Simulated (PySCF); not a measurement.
Si(CCH)(OH)3 (C2H4O3Si), SMILES C#C[Si](O)(O)O. Heavy atoms are numbered as in [CH:1]#[C:2][Si:3]([OH:4])([OH:5])[OH:6]. Hydrogens are named by the atom that carries them.

Geometry optimised at PBE-D3(BJ)/def2-SVP. This is a generated structure with no PubChem entry under its InChIKey; it may be hypothetical. Other conformers were not sampled.

Calculation: PBE/def2-TZVP (PySCF).

ESP charges are fitted to the potential on shells at 1.4 to 2.0 van der Waals radii. Atomic charges (e), one atom of each kind:

```json
[
 {"atom": "C1 (CH)", "IAO": "-0.18", "ESP fit": "-0.12", "Löwdin": "-0.09", "Mulliken": "-0.19"},
 {"atom": "C2", "IAO": "-0.39", "ESP fit": "-0.56", "Löwdin": "-0.18", "Mulliken": "-0.17"},
 {"atom": "Si3", "IAO": "1.56", "ESP fit": "1.25", "Löwdin": "-0.19", "Mulliken": "0.62"},
 {"atom": "O4 (OH)", "IAO": "-0.77", "ESP fit": "-0.71", "Löwdin": "-0.08", "Mulliken": "-0.46"},
 {"atom": "H on C1", "IAO": "0.20", "ESP fit": "0.25", "Löwdin": "0.13", "Mulliken": "0.17"},
 {"atom": "H on O4", "IAO": "0.37", "ESP fit": "0.43", "Löwdin": "0.19", "Mulliken": "0.32"}
]
```

Computed Mayer and Wiberg (Löwdin basis) orders of the bonds:
```json
[
 {"bond": "C1–C2", "Mayer": "2.76", "Wiberg": "3.00"},
 {"bond": "C2–Si3", "Mayer": "0.90", "Wiberg": "1.08"},
 {"bond": "Si3–O4", "Mayer": "1.26", "Wiberg": "1.66"},
 {"bond": "Si3–O5", "Mayer": "1.26", "Wiberg": "1.66"},
 {"bond": "Si3–O6", "Mayer": "1.26", "Wiberg": "1.66"}
]
```
